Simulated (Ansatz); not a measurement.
`N[Si](N)(O)[SiH3]` + H₂ → `N[SiH](O)[SiH3]` + NH₃  (hydrogenolysis of the Si–N bond)

Computed with Ansatz on PBE0-D4/def2-TZVP structures; ΔE is electronic, products minus reactants. CCSD(T)/CBS adds triple-zeta CCSD(T) − MP2 to the extrapolated MP2 energy (def2 sets, frozen cores). This one scheme is used for every species. Functionals use def2-TZVPP. B3LYP here is the variant with VWN-RPA as its local correlation; programs differ in this. One conformer a species, not always the lowest.

```csv
level,ΔE (kJ/mol),difference from CCSD(T)/CBS
PBE-D4,49.4,-2.7
r2SCAN-D4,55.7,3.6
PBE0-D4,48.6,-3.5
B3LYP-D4,51.8,-0.3
ωB97X-V,49.3,-2.8
ωB97M-V,52.4,0.3
B2PLYP,47.4,-4.7
PBE,42.7,-9.4
r2SCAN,53.9,1.8
PBE0,42.8,-9.3
B3LYP,41.2,-10.9
HF/def2-TZVPP,35.7,-16.4
MP2/def2-TZVPP,56.7,4.6
SCS-MP2/def2-TZVPP,51.0,-1.1
CCSD/def2-TZVPP,47.0,-5.1
CCSD(T)/def2-TZVPP,50.6,-1.5
HF/def2-QZVPP,36.0,-16.1
MP2/def2-QZVPP,57.7,5.6
SCS-MP2/def2-QZVPP,52.1,0.0
HF/CBS(def2),36.0,-16.1
MP2/CBS(def2),58.2,6.1
CCSD/CBS(def2),48.6,-3.5
CCSD(T)/CBS,52.1,0
```

Largest T1 diagnostic among the species: 0.012.

The D4 term adds +10.6 kJ/mol with B3LYP and +5.8 kJ/mol with PBE0; it sums over pairs of atoms, weighted by their polarisabilities, and B3LYP, whose exchange is more repulsive, gets the larger term. In def2-TZVPP, CCSD(T) changes the Hartree–Fock value by +14.9 kJ/mol (the triples alone add +3.6 kJ/mol) and MP2 by +21.0 kJ/mol.

CCSD(T)/CBS has its own doubt, a few kJ/mol and more with outer-core shells, so smaller differences from it don't rank the levels.
